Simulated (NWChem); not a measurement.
System: C3H8N2; SMILES NC1CNC1

NWChem input:

```
start job
memory heap 200 mb stack 900 mb global 1100 mb
geometry units angstroms noautosym nocenter noautoz
  N      0.088448     1.731547    -0.379801
  C     -0.010392     0.580380     0.505470
  C      1.055926    -0.499761     0.190355
  N      0.021881    -1.269248    -0.544164
  C     -1.052669    -0.533189     0.162606
  H      0.082895     1.410926    -1.348202
  H     -0.731216     2.327704    -0.269525
  H     -0.035661     0.939598     1.538413
  H      1.437981    -0.987779     1.100328
  H      1.905942    -0.172048    -0.420529
  H      0.033881    -2.276210    -0.397922
  H     -1.903005    -0.244043    -0.469988
  H     -1.437634    -1.034720     1.065465
end
basis spherical
  * library def2-svp
end
dft
  xc m06-2x
  iterations 150
end
cosmo
  dielec 2.4
end
task dft energy
```

All runs use the structure optimised with B3LYP/6-31G* (spherical d).

Level: M06-2X/def2-SVP with COSMO at NWChem's default radii, gas-phase geometry; the question gives the dielectric constant.

**Question.** Give the results of this calculation. (M06-2X/def2-SVP, COSMO on the gas-phase geometry.) Quantities: electrostatic solvation energy (kcal/mol); dipole in solution (D).

**Answer.** 
```json
{
 "electrostatic solvation energy (kcal/mol)": "-3.7",
 "dipole in solution (D)": "1.85"
}
```
